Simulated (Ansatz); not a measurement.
```xyz
3

C     0.0000    0.0000   -0.6384
F     0.0000    1.1057    0.2128
F     0.0000   -1.1057    0.2128
```

Basis set: cc-pVDZ (spherical functions). Correlated methods keep 3 orbitals frozen. Charge 0, multiplicity 1.

Computed with Ansatz (development build ahead of 0.2.0); each method stands on the lowest determinant of its kind that the runs found. Restricted open shells among the atoms or ions are ROHF, correlated in semicanonical orbitals with singles.

The atomization energy at this shape (free ground-state atoms in the same class of orbitals less the molecule, no zero-point energy) of singlet CF₂:

| method | atomization energy |
| --- | --- |
| RHF-MP2 | 236.13 kcal/mol |

(1) What does RHF give?

Results:

(1) 141.62 kcal/mol. Caution: the shape is not the minimum.
